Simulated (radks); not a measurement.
Problem. Species: the niobium ion Nb35+. Configuration: [He] 2s2 2p2. Calculated with a radial shooting solver on a logarithmic mesh with Libxc functionals: Dirac Kohn-Sham, exchange-only PBE, spin-unpolarised, spherical densities, finite nucleus; open shells fill j = l - 1/2 first; Fermi nuclear charge, rms radius 4.324 fm.

Spin-orbit splittings of the eigenvalues, e(l+1/2) - e(l-1/2), with zeta = 2 splitting/(2l+1) and mean radii in bohr:

shell  occ.  splitting (eV)  zeta (eV)  <r> j=l-1/2  <r> j=l+1/2
2p        2           110.5      73.67       0.1260       0.1300
3p        0               ?          ?       0.3288       0.3344

Estimate the 3p splitting.

Solution. 30.70 eV (zeta = 20.47 eV).
